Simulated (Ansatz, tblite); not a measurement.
Cost and result up the ladder for (H3Sn)2NH (Sn₂NH₇) (10 atoms). Charge 0, multiplicity 1. Geometry: r2SCAN-D4/def2-SVP.

```xyz
10

Sn    0.426    1.727    0.394
H    -1.047    2.579    0.115
H     0.558    1.307    2.048
H     1.751    2.678   -0.138
N     0.523   -0.045   -0.625
Sn   -0.516   -1.743   -0.148
H    -2.154   -1.696   -0.682
H     0.290   -3.062   -0.890
H    -0.452   -1.832    1.561
H     0.621    0.087   -1.634
```

Ansatz on 4 threads of Intel Xeon on a shared host; xTB runs through tblite on one thread. Times are rough, summed over both states, and most runs start from the orbitals of an earlier one. PBE0-D4/def2-TZVP serves as the yardstick here, not as an exact answer. The other state is a doublet.

In the def2 sets Sn takes a core potential; there is no spin–orbit coupling. The xTB rows come from tblite.

Raw xTB energies of ions are shifted by several eV.

```json
{"level": "GFN2-xTB", "functions": "29", "vertical IE (eV)": "13.58", "difference from PBE0-D4/def2-TZVP (eV)": "4.98"}
{"level": "PBE-D4/def2-TZVP", "functions": "173", "vertical IE (eV)": "8.50", "difference from PBE0-D4/def2-TZVP (eV)": "-0.10"}
{"level": "PBE0-D4/def2-TZVP (with forces)", "functions": "173", "vertical IE (eV)": "8.60", "difference from PBE0-D4/def2-TZVP (eV)": "0.00"}
{"level": "GFN1-xTB", "functions": "36", "vertical IE (eV)": "13.68", "difference from PBE0-D4/def2-TZVP (eV)": "5.08"}
{"level": "r2SCAN-D4/def2-TZVP", "functions": "173", "vertical IE (eV)": "8.50", "difference from PBE0-D4/def2-TZVP (eV)": "-0.11"}
```

(1) Estimate how long each takes.

Answers

(1) GFN2-xTB 0.024 s; GFN1-xTB 0.034 s; PBE-D4/def2-TZVP 10 s; r2SCAN-D4/def2-TZVP 17 s; PBE0-D4/def2-TZVP (with forces) 19 s. On shared hardware such times vary by a factor of up to 3.
